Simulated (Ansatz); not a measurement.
Computed with Ansatz on PBE0-D4/def2-TZVP structures; ΔE is electronic, products minus reactants. CCSD(T)/CBS adds triple-zeta CCSD(T) − MP2 to the extrapolated MP2 energy (def2 sets, frozen cores). This one scheme is used for every species, atoms too. DFT in def2-TZVPP. Open shells (•) are unrestricted, without spin–orbit coupling. Spin–orbit coupling would lower the free atoms: a little for Al, Cl, O, Si; clearly for Ga. Bonds to Ga are less sure, by a few kJ/mol each and by 10 to 20 or more in all where they break to atoms, as the def2 sets lack core-valence functions. Scalar relativity is left out up to krypton. One conformer a species, not always the lowest.

Consider the atomization: `[SiH3][O][Al]([Cl])[GaH2]` → Al• + Cl• + Ga• + 5 H• + O• + Si•.

`[SiH3][O][Al]([Cl])[GaH2]`:

Cartesian coordinates in Å:
```
Si -0.118 0.289 2.342
O 0.015 0.054 0.735
Al 0.590 -0.486 -0.749
Cl 2.309 -1.706 -0.729
Ga -0.524 0.118 -2.902
H 1.061 1.038 2.853
H -0.208 -1.015 3.051
H -1.348 1.076 2.623
H -1.658 -0.780 -3.520
H -0.117 1.410 -3.703
```

CCSD(T)/CBS gives +3063.9 kJ/mol.

(1) Another level gave +3079.0 kJ/mol. Which?
A. BHLYP/def2-TZVPP
B. BLYP/def2-TZVPP
C. B97M-V/def2-TZVPP
D. CCSD(T)/def2-TZVPP

Largest T1 diagnostic among the species: 0.018.

Answers

(1) C. B97M-V 3079.0, CCSD(T)/def2-TZVPP 2985.2, BLYP 2929.3, BHLYP 2938.7 kJ/mol.

From BLYP to BHLYP (50 % exact exchange), in def2-TZVPP and without D4, ΔE moves by +9.4 kJ/mol. Leaving LDA and LC-ωPBE aside and taking each functional with its dispersion term where it has one, the values, not all of them listed here, spread over 136.8 kJ/mol, from revPBE-D4 to B97M-V. LDA lies +395.9 kJ/mol from PBE without D4, its usual overbinding. In def2-TZVPP, CCSD(T) changes the Hartree–Fock value by +680.0 kJ/mol (the triples alone add +36.1 kJ/mol) and MP2 by +720.7 kJ/mol; breaking electron pairs costs correlation energy, which Hartree–Fock lacks.

For atomizations the MP2-based limit and the directly extrapolated one differ by several kJ/mol either way, and by 10 to 25 for some Ge, Se and Sn compounds, so smaller differences from it don't rank the levels.
